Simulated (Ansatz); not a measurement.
`C[SiH]([AlH2])[SiH3]` + H–F → `C[SiH](F)[SiH3]` + `[AlH3]`  (cleavage of the Si–Al bond)

Program: Ansatz. Geometries: PBE0-D4/def2-TZVP. ΔE: electronic, gas phase. CBS: MP2 limit from def2 TZ/QZ plus the TZ coupled-cluster correction, frozen cores. This one scheme is used for every species. Functionals use def2-TZVPP. HSE06 is defined as in plane-wave codes.

(1) Is it downhill or uphill in electronic energy at CCSD(T)/CBS, and by how much? (Estimate.)

(2) What do these levels give: BHLYP-D4, PBE-QIDH, r2SCAN, HSE06, HF/def2-SVP, SCS-MP2/def2-TZVPP? (Best estimate.)

Largest T1 diagnostic among the species: 0.012.

Results:

(1) Computed: Downhill: ΔE = -117.8 kJ/mol.

(2) The calculation gave: BHLYP-D4 -133.1, PBE-QIDH -114.1, r2SCAN -120.9, HSE06 -106.3, HF/def2-SVP -140.0, SCS-MP2/def2-TZVPP -130.1 kJ/mol.

From PBE to PBE0 (25 % exact exchange), in def2-TZVPP and without D4, ΔE moves by −4.3 kJ/mol. At CCSD(T), def2-SVP lies +4.8 kJ/mol from the extrapolated value and def2-TZVPP +0.4 kJ/mol.
